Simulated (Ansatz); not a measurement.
Molecule: C3H10GeN, charge 0, multiplicity 2. It need not be the lowest isomer of its formula. 
Structure (B3LYP-D3(BJ)/def2-TZVP (Ansatz, a quantum-chemistry and plane-wave program) minimum search):
SMILES: [GeH3][N](C)C[CH2]
```xyz
15

C      2.6839     0.5452    -0.8732
C      1.6449     0.2109     0.1346
N      0.2882     0.3690    -0.3799
C     -0.0714     1.7587    -0.6219
Ge    -1.0213    -0.6963     0.3808
H      3.6735     0.8563    -0.5678
H      2.4958     0.3462    -1.9195
H      1.7682    -0.8380     0.4482
H      1.8115     0.8099     1.0476
H     -0.0626     2.3732     0.2929
H     -1.0683     1.8184    -1.0611
H      0.6306     2.2114    -1.3270
H     -0.4989    -2.1415     0.3510
H     -2.2877    -0.5276    -0.4738
H     -1.3428    -0.2995     1.8461
```
Charge 0, spin multiplicity 2.

Quantity: atomisation energy (electronic, to ground-state atoms), in kcal/mol. Correlated levels leave the core frozen unless marked. Open shells are spin-unrestricted. Spin-orbit coupling is left out. Frozen are the shells of the preceding noble gas and the d and f shells that filled before the atom's block. No relativistic terms. The coupled-cluster limit lacks core correlation, which all-electron functionals hold. Basis-set limits of correlation are two-point, X^-3; Hartree-Fock from the larger set.

| level | program | atomisation energy (kcal/mol) |
|---|---|---|
| PBE-D4/def2-TZVPD | Ansatz + dftd4 | … |
| revPBE-D4/def2-TZVPD | Ansatz + dftd4 | 1232.4 |
| r2SCAN0/def2-TZVPD | Ansatz | 1226.6 |
| RPA@PBE/cc-pVQZ | Ansatz | 1174.3 |
| CCSD(T)/CBS(cc-pVTZ,cc-pVQZ) | Ansatz | … |

Task: Complete the blanks.

Result: 
- PBE-D4/def2-TZVPD, atomisation energy (kcal/mol): 1258.5
- CCSD(T)/CBS(cc-pVTZ,cc-pVQZ), atomisation energy (kcal/mol): 1236.0
